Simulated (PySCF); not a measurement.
C₃H₇Si, SMILES C1C[SiH]C1, multiplicity 2.

The structure is a stationary point at PBE0-D3(BJ)/def2-SVP. The isomer is the one that the SMILES or the coordinates give; other isomers of the formula were not compared.

These are B3LYP/def2-TZVP in PySCF values and carry that method's errors.

Gas-phase values at a fixed geometry.

Computed frontier levels, dipole moment and polarisability:
```yaml
"α spin, highest occupied and lowest empty level": -5.40 and 0.14 eV
"β spin, highest occupied and lowest empty level": -7.81 and -2.56 eV
dipole_moment: 0.163 e·Å
quadrupole, principal values (traceless, Buckingham form, about the centre of nuclear charge): -1.74, 0.73, 1.02 D·Å
mean_static_polarisability: 64.1 bohr³ (9.50 Å³)
polarisability_principal_values: 55.7, 62.6, 74.1 bohr³
"⟨S²⟩": 0.752 (pure state 0.75)
```
